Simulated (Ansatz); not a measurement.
Steps of a relaxation of `NB[SiH](F)Cl` with RKS PBE-D4/def2-SVP.

```sh
$ ansatz run in.yaml --threads 4 --pin off --events-out ev --progress --plain --max-ram 10444MiB
```

```yaml
crystal:
  periodic: [false, false, false]
  atoms:
    - {symbol: N, position_ang: [0.495900, -1.031000, -1.437800]}
    - {symbol: B, position_ang: [-0.369800, -0.831900, -0.174700]}
    - {symbol: Si, position_ang: [-0.159300, 0.728200, 0.952200]}
    - {symbol: F, position_ang: [1.124700, 1.747400, 0.300800]}
    - {symbol: Cl, position_ang: [-1.935800, 1.759200, 1.091700]}
    - {symbol: H, position_ang: [1.455900, -0.945300, -1.180100]}
    - {symbol: H, position_ang: [0.290900, -0.141400, -2.035400]}
    - {symbol: H, position_ang: [-1.115200, -1.639100, 0.119200]}
    - {symbol: H, position_ang: [0.301300, 0.307600, 2.346900]}
basis:
  gaussian: {orbitals: def2-SVP}
hamiltonian: {xc: pbe, dispersion: d4}
relax: {f_tol: 0.03, max_steps: 200}
```

Positions (Å) and forces (eV/Å) along the path, 14 of 16 steps:

```xyz
9
step=1 energy=-25325.5196 eV
N     0.496   -1.031   -1.438   -3.233    1.053   -0.055
B    -0.370   -0.832   -0.175    2.371    0.433   -2.858
Si   -0.159    0.728    0.952    2.412    1.836    0.267
F     1.125    1.747    0.301   -2.023   -1.396    0.966
Cl   -1.936    1.759    1.092   -0.222    0.328   -0.006
H     1.456   -0.945   -1.180    1.589    0.440    0.286
H     0.291   -0.141   -2.035    0.657   -1.381    1.051
H    -1.115   -1.639    0.119   -1.479   -1.619    0.557
H     0.301    0.308    2.347   -0.072    0.305   -0.208
9
step=4 energy=-25326.2601 eV
N     0.352   -0.944   -1.534    1.648    1.427    0.405
B    -0.331   -0.881   -0.251   -0.611   -0.299    0.388
Si   -0.139    0.755    0.995   -0.575   -0.420   -0.289
F     0.999    1.707    0.302    0.217    0.338   -0.159
Cl   -1.952    1.800    1.088    0.147    0.020    0.031
H     1.370   -1.241   -1.330   -1.530   -0.223   -0.599
H     0.529    0.075   -1.800    0.067   -1.037    0.227
H    -1.070   -1.824    0.113    0.668    0.227   -0.043
H     0.332    0.506    2.400   -0.031   -0.033    0.039
9
step=5 energy=-25326.5238 eV
N     0.317   -0.870   -1.531    2.475    1.234    0.881
B    -0.332   -0.870   -0.239   -0.453   -0.242    0.083
Si   -0.166    0.766    0.976   -0.448   -0.293   -0.157
F     0.985    1.721    0.287    0.054    0.198   -0.111
Cl   -1.969    1.813    1.084    0.079    0.088    0.031
H     1.274   -1.386   -1.410   -2.040    0.306   -0.769
H     0.639    0.141   -1.711   -0.204   -1.436    0.091
H    -0.966   -1.866    0.148    0.564    0.151   -0.046
H     0.307    0.504    2.380   -0.027   -0.006   -0.003
9
step=6 energy=-25326.8572 eV
N     0.324   -0.794   -1.492    2.618   -0.057    0.946
B    -0.338   -0.850   -0.220   -0.104   -0.150   -0.254
Si   -0.203    0.775    0.967   -0.145   -0.048   -0.105
F     0.964    1.727    0.273   -0.175    0.033    0.014
Cl   -1.989    1.835    1.087   -0.005    0.153    0.049
H     1.162   -1.510   -1.511   -2.212    1.152   -0.638
H     0.744    0.167   -1.658   -0.272   -1.169    0.058
H    -0.858   -1.893    0.171    0.343    0.050   -0.043
H     0.283    0.497    2.366   -0.049    0.036   -0.026
9
step=7 energy=-25327.2188 eV
N     0.346   -0.762   -1.450    1.808   -0.244    0.622
B    -0.314   -0.846   -0.198   -0.009   -0.159   -0.218
Si   -0.231    0.782    0.973   -0.038    0.005   -0.039
F     0.948    1.727    0.293   -0.127    0.053    0.008
Cl   -1.991    1.880    1.071   -0.064    0.120    0.029
H     1.024   -1.560   -1.646   -1.364    0.858   -0.362
H     0.821    0.151   -1.640   -0.309   -0.718    0.016
H    -0.740   -1.922    0.199    0.143    0.040   -0.052
H     0.226    0.503    2.380   -0.040    0.045   -0.004
9
step=8 energy=-25327.4587 eV
N     0.388   -0.753   -1.393    1.179   -0.324    0.028
B    -0.275   -0.846   -0.166   -0.052   -0.317   -0.047
Si   -0.246    0.792    0.992    0.038    0.033    0.035
F     0.934    1.746    0.325   -0.098    0.031    0.000
Cl   -1.996    1.916    1.056   -0.035    0.005   -0.015
H     0.873   -1.596   -1.774   -0.752    0.641   -0.099
H     0.880    0.119   -1.647   -0.192   -0.264   -0.001
H    -0.647   -1.959    0.178   -0.053    0.148    0.097
H     0.176    0.534    2.412   -0.034    0.046    0.003
9
step=9 energy=-25327.4845 eV
N     0.486   -0.752   -1.309    0.523   -0.914   -0.843
B    -0.251   -0.913   -0.155    0.186    1.333    0.814
Si   -0.184    0.811    0.963   -0.641   -0.223    0.150
F     0.889    1.893    0.288   -0.142   -0.535    0.220
Cl   -1.998    1.880    1.049    0.205   -0.186   -0.046
H     0.708   -1.578   -1.885   -0.025    0.389   -0.121
H     0.986    0.099   -1.592   -0.196   -0.114    0.111
H    -0.696   -1.973    0.216   -0.141   -0.099   -0.116
H     0.148    0.486    2.408    0.230    0.349   -0.168
9
step=10 energy=-25327.5209 eV
N     0.587   -0.803   -1.317   -0.444   -1.156   -0.910
B    -0.169   -0.851   -0.132    0.116    0.092   -0.114
Si   -0.249    0.811    1.041    0.468   -0.144   -0.354
F     0.893    1.783    0.315   -0.270    0.077    0.302
Cl   -2.079    1.841    1.054    0.276   -0.192   -0.039
H     0.603   -1.591   -2.047    0.069    1.293    1.404
H     1.050    0.050   -1.653   -0.068   -0.056    0.117
H    -0.702   -1.880    0.234   -0.064   -0.090   -0.205
H     0.154    0.593    2.488   -0.084    0.176   -0.200
9
step=11 energy=-25327.6303 eV
N     0.576   -0.807   -1.293   -0.004   -0.158   -0.053
B    -0.192   -0.874   -0.135   -0.372    0.097   -0.015
Si   -0.212    0.788    1.014    0.121    0.086    0.010
F     0.812    1.851    0.261    0.050   -0.082    0.055
Cl   -2.044    1.780    1.115   -0.059   -0.132   -0.047
H     0.680   -1.590   -1.949   -0.041    0.189    0.053
H     1.068    0.045   -1.569    0.136   -0.005   -0.003
H    -0.848   -1.874    0.098    0.143   -0.027    0.070
H     0.248    0.635    2.441    0.026    0.031   -0.071
9
step=12 energy=-25327.6420 eV
N     0.573   -0.802   -1.275   -0.120    0.065    0.045
B    -0.250   -0.854   -0.148    0.244    0.008    0.098
Si   -0.203    0.806    1.006   -0.058   -0.339   -0.138
F     0.829    1.840    0.238    0.036    0.106   -0.019
Cl   -2.077    1.707    1.114   -0.042    0.061   -0.020
H     0.638   -1.547   -1.970    0.051   -0.073    0.002
H     1.145    0.017   -1.495   -0.048    0.035   -0.036
H    -0.857   -1.879    0.103   -0.108    0.094   -0.050
H     0.290    0.664    2.411    0.046    0.042    0.118
9
step=13 energy=-25327.6520 eV
N     0.566   -0.799   -1.284   -0.031   -0.015    0.020
B    -0.228   -0.860   -0.140    0.014    0.000    0.006
Si   -0.198    0.794    1.012    0.010   -0.081   -0.023
F     0.831    1.842    0.254    0.021    0.026   -0.002
Cl   -2.069    1.710    1.095   -0.023   -0.004   -0.016
H     0.649   -1.561   -1.961   -0.003    0.035    0.006
H     1.116    0.031   -1.523    0.006   -0.009   -0.012
H    -0.864   -1.869    0.100    0.000    0.032    0.002
H     0.284    0.667    2.429    0.006    0.017    0.019
9
step=14 energy=-25327.6531 eV
N     0.564   -0.798   -1.284   -0.008   -0.012    0.009
B    -0.222   -0.861   -0.135   -0.002    0.002   -0.012
Si   -0.192    0.789    1.014    0.014   -0.005    0.020
F     0.835    1.844    0.259    0.010    0.000    0.001
Cl   -2.069    1.695    1.081   -0.013   -0.011   -0.014
H     0.637   -1.556   -1.967   -0.001    0.025    0.000
H     1.118    0.029   -1.522    0.001   -0.010   -0.012
H    -0.867   -1.864    0.101    0.000    0.006    0.009
H     0.284    0.676    2.436   -0.002    0.005   -0.002
9
step=15 energy=-25327.6539 eV
N     0.559   -0.796   -1.286   -0.009   -0.025   -0.017
B    -0.214   -0.862   -0.129    0.012    0.003   -0.019
Si   -0.181    0.786    1.021    0.010    0.024    0.011
F     0.849    1.842    0.272   -0.010   -0.007    0.011
Cl   -2.071    1.674    1.051    0.013   -0.003    0.001
H     0.618   -1.549   -1.977   -0.005    0.031    0.019
H     1.113    0.030   -1.528    0.005   -0.008    0.000
H    -0.865   -1.859    0.109   -0.001   -0.018    0.010
H     0.280    0.687    2.449   -0.015    0.002   -0.014
9
step=16 energy=-25327.6542 eV
N     0.548   -0.792   -1.294    0.000   -0.010   -0.001
B    -0.201   -0.866   -0.122    0.017    0.015   -0.022
Si   -0.175    0.785    1.026   -0.021    0.018   -0.003
F     0.869    1.838    0.295    0.000   -0.003   -0.003
Cl   -2.063    1.678    1.022    0.008   -0.006   -0.006
H     0.598   -1.544   -1.985    0.005    0.014    0.001
H     1.096    0.036   -1.547   -0.016   -0.017    0.011
H    -0.836   -1.873    0.126   -0.003    0.000    0.008
H     0.253    0.692    2.462    0.011   -0.010    0.015
```

Run time 31 s (4 threads of an Arm Neoverse N1 on a shared host); peak host memory 0.18 GiB.
